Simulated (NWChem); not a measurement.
System meant: C2H10N2Zr; SMILES [CH3][Zr]([NH2])([CH3])[NH2]

Input file for NWChem:

```
start job
memory heap 200 mb stack 900 mb global 1100 mb
geometry units angstroms noautoz
  Zr     0.124003    -0.010400    -0.065054
  N     -0.974498    -1.503679     0.787925
  H     -0.744308    -2.181905     1.522189
  H     -1.943382    -1.681069     0.489301
  N      1.990705     0.063926     0.756134
  H      2.276164     0.636719     1.560904
  H      2.825225    -0.425212     0.407445
  C      0.177632    -0.413475    -2.271172
  H      0.577803     0.479857    -2.805959
  H     -0.832275    -0.620864    -2.691641
  H      0.824198    -1.277748    -2.544013
  C     -1.016688     1.897755     0.235713
  H     -1.000961     2.257289     1.289274
  H     -2.086781     1.806655    -0.058073
  H     -0.571507     2.703253    -0.394550
end
basis spherical
  Zr library def2-svp
  N library def2-svp
  H library def2-svp
  C library def2-svp
end
ecp
  Zr library def2-ecp
end
dft
  odft
  mult 2
  xc xpbe96 cpbe96
  iterations 150
  mulliken
end
task dft energy
```

End of the output:

```
 ==============================================================================
                                 internuclear angles
 ------------------------------------------------------------------------------
        center 1       |       center 2       |       center 3       |  degrees
 ------------------------------------------------------------------------------
    2 N                |   1 Zr               |   5 N                |   110.54
    2 N                |   1 Zr               |   8 C                |   107.01
    2 N                |   1 Zr               |  12 C                |   107.02
    5 N                |   1 Zr               |   8 C                |   112.36
    5 N                |   1 Zr               |  12 C                |   112.35
    8 C                |   1 Zr               |  12 C                |   107.27
    1 Zr               |   2 N                |   3 H                |   131.47
    1 Zr               |   2 N                |   4 H                |   120.77
    3 H                |   2 N                |   4 H                |   107.76
    1 Zr               |   5 N                |   6 H                |   126.10
    1 Zr               |   5 N                |   7 H                |   126.06
    6 H                |   5 N                |   7 H                |   107.76
    1 Zr               |   8 C                |   9 H                |   109.64
    1 Zr               |   8 C                |  10 H                |   112.53
    1 Zr               |   8 C                |  11 H                |   113.23
    9 H                |   8 C                |  10 H                |   107.07
    9 H                |   8 C                |  11 H                |   107.21
   10 H                |   8 C                |  11 H                |   106.84
    1 Zr               |  12 C                |  13 H                |   113.23
    1 Zr               |  12 C                |  14 H                |   112.56
    1 Zr               |  12 C                |  15 H                |   109.61
   13 H                |  12 C                |  14 H                |   106.84
   13 H                |  12 C                |  15 H                |   107.21
   14 H                |  12 C                |  15 H                |   107.07
 ------------------------------------------------------------------------------
                            number of included internuclear angles:         24
 ==============================================================================

 Summary of "ao basis" -> "" (spherical)
 ------------------------------------------------------------------------------
       Tag                 Description            Shells   Functions and Types
 ---------------- ------------------------------  ------  ---------------------
 Zr                         def2-svp                11       31   5s3p2d1f
 N                          def2-svp                 6       14   3s2p1d
 H                          def2-svp                 3        5   2s1p
 C                          def2-svp                 6       14   3s2p1d

 Summary of "ao basis" -> "ao basis" (spherical)
 ------------------------------------------------------------------------------
       Tag                 Description            Shells   Functions and Types
 ---------------- ------------------------------  ------  ---------------------
 Zr                         def2-svp                11       31   5s3p2d1f
 N                          def2-svp                 6       14   3s2p1d
 H                          def2-svp                 3        5   2s1p
 C                          def2-svp                 6       14   3s2p1d

  number of electrons :                   48
  multiplicity        :                    2
 ------------------------------------------------------------------------
  no. of electrons and multiplicity not compatible                  48
 ------------------------------------------------------------------------
 ------------------------------------------------------------------------
  current input line :
    36: task dft energy
 ------------------------------------------------------------------------
 ------------------------------------------------------------------------
 There is an error in the input file
 ------------------------------------------------------------------------
 For more information see the NWChem manual at https://nwchemgit.github.io

0: no. of electrons and multiplicity not compatible:Received an Error in Communication
```

Q: Find the fault in this run and fix the input.

A: The program refused the input. Cause: the multiplicity doesn't fit the number of electrons (an even count wants an odd multiplicity, and the reverse). This input runs:
```
start job
memory heap 200 mb stack 900 mb global 1100 mb
geometry units angstroms noautoz
  Zr     0.124003    -0.010400    -0.065054
  N     -0.974498    -1.503679     0.787925
  H     -0.744308    -2.181905     1.522189
  H     -1.943382    -1.681069     0.489301
  N      1.990705     0.063926     0.756134
  H      2.276164     0.636719     1.560904
  H      2.825225    -0.425212     0.407445
  C      0.177632    -0.413475    -2.271172
  H      0.577803     0.479857    -2.805959
  H     -0.832275    -0.620864    -2.691641
  H      0.824198    -1.277748    -2.544013
  C     -1.016688     1.897755     0.235713
  H     -1.000961     2.257289     1.289274
  H     -2.086781     1.806655    -0.058073
  H     -0.571507     2.703253    -0.394550
end
basis spherical
  * library def2-svp
end
ecp
  Zr library def2-ecp
end
dft
  xc xpbe96 cpbe96
  iterations 150
  mulliken
end
task dft energy
```
It converges to -238.46594 Ha (PBE/def2-SVP with def2 effective core potentials on Zr).
